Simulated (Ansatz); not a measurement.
`C[SiH2][Se]C` → `C[SeH]` + `C[SiH]` at 500 K and 1 bar (silylene formation by 1,1-elimination).

Program: Ansatz. Geometries: PBE0-D4/def2-TZVP. ΔE: electronic, gas phase. CCSD(T)/CBS adds triple-zeta CCSD(T) − MP2 to the extrapolated MP2 energy (def2 sets, frozen cores). This one scheme is used for every species. For Se outer-core shells are correlated without core-valence functions, which leaves a few kJ/mol of doubt a bond. Scalar relativity is left out up to krypton. One conformer a species, not always the lowest.

```csv
species,CCSD(T)/CBS energy (Eh),H − E (kJ/mol),S (J/(mol·K))
`C[SiH2][Se]C`,-2770.73796,290.9,433.7
`C[SeH]`,-2441.15625,142.1,299.3
`C[SiH]`,-329.46712,135.7,295.1
```

H − E and S are ideal-gas, rigid-rotor, harmonic terms from PBE0-D4/def2-TZVP, for one conformer and one mirror image of each species. 1 Eh = 2625.50 kJ/mol, R = 8.31446 J/(mol·K).

By hand: ΔE, ΔH, ΔS and ΔG.

ΔE = (-2441.15625) + (-329.46712) − (-2770.73796) = 0.11459 Eh = 300.9 kJ/mol. Δ(H − E) = 142.1 + 135.7 − 290.9 = -13.1, so ΔH = 287.8 kJ/mol. ΔS = 299.3 + 295.1 − 433.7 = 160.7 J/(mol·K). ΔG = 287.8 − 500 × (160.7)/1000 = 207.5 kJ/mol.

By hand: the equilibrium constant, and the temperature at which ΔG would vanish if ΔH and ΔS stayed fixed.

log₁₀ K = −ΔG/(RT ln 10) = -21.7. ΔG = 0 at ΔH/ΔS = 1791 K.

The number of gas molecules changes by +1, which sets the sign of ΔS. A doubt of 5 kJ/mol in ΔE shifts log₁₀ K by 0.5 here. Other conformers and mirror images would add mixing entropy, several J/(mol·K) or more a flexible species. Modes under 60 cm⁻¹, often nearly free rotors, make the harmonic entropy too high. These are equilibria of isolated gas molecules and say nothing of rates. Largest T1 diagnostic: 0.012 (customary marks: 0.02 for closed shells, 0.045 for open ones).
